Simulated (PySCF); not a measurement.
**Br₂: frontier orbitals**

r²SCANh at R = 2.287 Å; basis Br def2-TZVPP; no relativity; PySCF 2.14. State: ¹Σg⁺ (singlet), closed shell. Only the outer orbitals are listed.

| orbital | occ. | ε (eV) | main shells (%) |
| --- | --- | --- | --- |
| σg | 2 | -23.17 | 94 s |
| σu | 2 | -19.82 | 97 s |
| σg | 2 | -11.69 | 92 p |
| πu | 2 | -9.84 | 98 p |
| πu | 2 | -9.84 | 98 p |
| πg | 2 | -7.60 | 99 p |
| πg | 2 | -7.60 | 99 p |
| σu | 0 | -4.07 | 92 p |
| σg | 0 | 5.07 | 51 p, 48 d |
| σu | 0 | 5.49 | 108 p, 10 d |

Question: Which are the highest filled and the lowest empty level, where do they sit, and how wide is the gap?

Answer: Highest filled πg at -7.60 eV (in %: 99 p); lowest empty σu at -4.07 eV (in %: 92 p); the gap at r²SCANh is 3.53 eV.

```
bond order (Mayer) : 1.11
⟨S²⟩               : 0.000
```

Shares are Mulliken populations and can fall outside 0 to 100 %.
